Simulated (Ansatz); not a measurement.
Job for Ansatz (a program for electronic structure): U-PBE0/def2-TZVPP on F2V (SMILES [F][V][F]), 2S+1 = 4, a spin state set in the input, which need not be the lowest.

Ansatz 0.2 input:
```yaml
crystal:
  periodic: [false, false, false]
  atoms:
    - {symbol: V, position_ang: [-0.00362216, 0.01984250, -0.02032314]}
    - {symbol: F, position_ang: [-0.23458473, 1.32955371, -1.20292483]}
    - {symbol: F, position_ang: [0.20503817, -1.30202462, 1.15282834]}
basis:
  gaussian:
    orbitals: def2-TZVPP
hamiltonian:
  xc: {name: PBE0}
magnetization: {spin_polarized: true, initial_magnetization: 3}
output: {forces: true}
```

The head of its log:

```
WARN ansatz: RAYON_NUM_THREADS=1 ignored (pool sized by the plan → 1); use --threads N
Functional definition: PBE0
integrals: 0.04 GiB planned
840 factors; their error is unknown
mean field: 0.55 GiB planned
mean field evaluation 1: about -31110.8076 eV, gradient 3.8e1 eV
mean field evaluation 2: about -31105.5378 eV, gradient 5.8e1 eV
```

### Question
Give the final energy of this run.

### Answer
-1143.4763 hartree.
